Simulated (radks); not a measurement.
Task: Species: Yb31+. Configuration: [Kr] 4d3. Method: non-relativistic Kohn-Sham, LDA (Slater exchange, Perdew-Wang correlation), spin-unpolarised, spherical densities, point nucleus; relativity is left out, which matters for an element this heavy; computed with a radial shooting solver on a logarithmic mesh with Libxc functionals. Some entries of the table are withheld. Estimate them.

orbital,occ.,eigenvalue (eV),r(max) (bohr)
1s,2,-57898.45,0.01437
2s,2,-10389.72,(1)
2p,6,(2),0.06094
3s,2,-3215.071,0.2157
3p,6,-3033.445,0.2034
3d,10,(3),0.1608
4s,2,-1410.379,0.4624
4p,6,-1333.008,0.4596
4d,3,-1195.075,0.4454
5s,0,-786.6070,(4)
5p,0,(5),0.8499

Result: 
(1) 2s r(max) (bohr): 0.07845
(2) 2p eigenvalue (eV): -9987.280
(3) 3d eigenvalue (eV): -2697.137
(4) 5s r(max) (bohr): 0.8394
(5) 5p eigenvalue (eV): -750.3956
